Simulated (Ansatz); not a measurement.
A nudged elastic band was laid between two geometries of BH$_{6}$NSeSi (10 atoms, charge 0, multiplicity 1).

These are results of RKS PBE/def2-SVP (Ansatz 0.2.0), not measurements.

| Property | Result |
| --- | --- |
| movable images | 7 |
| climbing image | yes |
| spring | 5.0 eV/Å² |
| optimiser | quadratic models (default) |
| start path | through a guess of the saddle point |
| force threshold | 0.2 eV/Å |
| iteration limit | 60 |
| end points | relaxed |

First end point:

```xyz
10
Properties=species:S:1:pos:R:3
N -0.843 1.209 -0.768
B 0.245 0.646 -1.443
Se 1.452 -0.751 -0.746
Si 0.470 -1.196 1.283
H -1.416 1.936 -1.198
H -1.128 0.981 0.186
H 0.521 1.021 -2.565
H -0.825 -1.951 1.136
H 0.169 0.076 2.037
H 1.437 -2.023 2.080
```

Last end point:

```xyz
10
Properties=species:S:1:pos:R:3
N -0.476 1.608 -1.744
B -0.367 0.704 -0.681
Se 1.330 -0.263 -0.375
Si 0.598 -1.435 1.464
H -1.338 2.122 -1.929
H 0.277 1.820 -2.401
H -1.320 0.517 0.050
H -0.592 -2.295 1.134
H 0.231 -0.517 2.597
H 1.742 -2.313 1.888
```

**Question.** What changes between the two ends?

**Answer.** No bond is made or broken. The height of N1 over the plane of its neighbours goes from -0.01 to 0.00 Å.

**Question.** What energy profile does the band end with?

**Answer.** The forces met the threshold. The highest image is number 3 of 0 to 8, 0.198 eV above the first end and 0.217 eV above the last; the last end lies 0.019 eV below the first. The threshold of 0.2 eV/Å is loose, so the images may lie well off the minimum-energy path. Another band between the same ends (7 images) ends at a top of the same energy, where a vibrational analysis finds 1 clearly imaginary mode.

```
image  path coordinate (Å)  energy (eV)  height of N1 over the plane of its neighbours (Å)
    0                 0.00        0.000                                              -0.01
    1                 0.85        0.041                                              -0.02
    2                 1.71        0.142                                              -0.02
    3                 2.56        0.198                                               0.00
    4                 3.28        0.179                                               0.01
    5                 4.00        0.118                                               0.01
    6                 4.71        0.048                                               0.01
    7                 5.43       -0.001                                               0.01
    8                 6.15       -0.019                                               0.00
```

**Question.** What is the geometry of the highest image?

**Answer.** 
```xyz
10
Properties=species:S:1:pos:R:3
N -0.652 1.607 -0.821
B 0.061 0.504 -1.282
Se 1.696 -0.104 -0.278
Si 0.466 -1.312 1.229
H -1.473 1.979 -1.309
H -0.408 2.117 0.031
H -0.264 -0.045 -2.312
H -0.414 -2.325 0.550
H -0.404 -0.450 2.107
H 1.474 -2.023 2.087
```

Run time: 110 s on 2 threads of Intel(R) Xeon(R) Platinum 8488C (Sapphire Rapids) (shared host), peak memory 0.18 GiB.
